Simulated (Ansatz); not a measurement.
C2H4BrCl, SMILES `CC(Cl)Br`, 8 atoms. Charge 0, multiplicity 1. Correlated methods include outer-core shells of Br, which these sets cover unevenly. Scalar relativity is left out up to krypton. All runs use 4 threads of a server CPU on a shared host. Correlated methods freeze the cores.

Task: How many basis functions does each run have, and how long does it take in Ansatz? RKS SPW92 (LDA)/def2-TZVPP energy; RKS PBE0-D4/def2-TZVP relaxation (6 steps); RKS B3LYP-D4/def2-TZVPP energy and forces; RHF-CCSD(T)/def2-SVP energy; RKS PBE0-D4/def2-TZVP frequencies; RKS ωB97M-V/def2-QZVPP energy; RKS ωB97M-V/def2-SVP energy; RKS PBE0-D4/def2-QZVPP energy; RHF-MP2/def2-QZVPP energy; RKS PBE-QIDH (frozen core)/def2-TZVPP energy; RKS PBE0-D4/def2-SVP energy; RHF-CCSD(T)/def2-TZVPP energy. (Estimate.)

Result: The calculation gave: Other jobs shared the machine, so times are rough.

```csv
level,job,functions,wall time,peak host memory (GiB)
RKS SPW92 (LDA)/def2-TZVPP,energy,208,1.1 s,0.26
RKS PBE0-D4/def2-SVP,energy,98,1.1 s,0.2
RHF-CCSD(T)/def2-SVP,energy,98,3.7 s,0.39
RKS B3LYP-D4/def2-TZVPP,energy and forces,208,3.9 s,0.58
RKS ωB97M-V/def2-SVP,energy,98,3.9 s,0.3
RKS PBE-QIDH (frozen core)/def2-TZVPP,energy,208,4.3 s,0.52
RKS PBE0-D4/def2-QZVPP,energy,393,7 s,1.4
RHF-MP2/def2-QZVPP,energy,393,16 s,2
RKS ωB97M-V/def2-QZVPP,energy,393,17 s,1.6
RKS PBE0-D4/def2-TZVP,relaxation (6 steps),171,20 s,0.45
RHF-CCSD(T)/def2-TZVPP,energy,208,90 s,2.8
RKS PBE0-D4/def2-TZVP,frequencies,171,96 s,0.45
```

B3LYP here is the variant with VWN-RPA as its local correlation; programs differ in this.
